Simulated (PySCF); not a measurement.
CH4F3P3Si.
Atom-mapped SMILES: `[F:1][C:2]([F:3])([F:4])[p:5]1[pH:6][p:7]1[SiH3:8]` (hydrogens: H9 on P6; H10, H11, H12 on Si8)

The closed-shell SCF was solved with PySCF and density fitting under several settings on one GFN2-xTB geometry (grid level 2 and gas phase unless stated).

| settings | basis functions | SCF cycles | E (Eh) | HOMO (eV) | LUMO (eV) | dipole (D) |
| --- | --- | --- | --- | --- | --- | --- |
| PBE0/pcSseg-1 | 184 | 14 | -1652.6905 | -7.68 | -1.25 | 3.30 |
| CAM-B3LYP/def2-SVPD | 217 | 13 | -1652.8953 | -8.78 | -0.08 | 3.27 |
| mPW1PW91/pcSseg-1, grid level 4, start guess vsap | 184 | 13 | -1653.4991 | -7.71 | -1.26 | 3.34 |
| OLYP/6-31G*, fitting basis def2-universal-jkfit | 136 | 11 | -1653.4286 | -6.21 | -1.63 | 2.51 |
| HF/def2-SVPD | 217 | 11 | -1649.0068 | -9.92 | 2.02 | 3.64 |

Q: Estimate the rows for these settings: (1) wB97X/cc-pVDZ; (2) HF/def2-SVPD, grid level 3; (3) HSE06/STO-3G, energy threshold 1e-11 Eh.

A: 
```csv
settings,basis functions,SCF cycles,E (Eh),HOMO (eV),LUMO (eV),dipole (D)
wB97X/cc-pVDZ,148,14,-1653.5235,-9.68,1.03,2.98
"HF/def2-SVPD, grid level 3",217,11,-1649.0068,-9.92,2.02,3.64
"HSE06/STO-3G, energy threshold 1e-11 Eh",60,11,-1633.1752,-3.64,3.16,2.06
```

Q: Over all rows, what range does the HOMO–LUMO gap span?

A: From 4.58 eV to 11.94 eV.

Q: And the dipole moment?

A: From 2.06 D to 3.64 D; the largest is 1.77 times the smallest, and the median is 3.29 D.

Cycle counts include a coarse-grid stage where the run had one. All basis functions are spherical, in the Pople sets too.

Conformer computed: `[F:1][C:2]([F:3])([F:4])[p:5]1[pH:6][p:7]1[SiH3:8]`: F1–C2–P5–P6 137°.
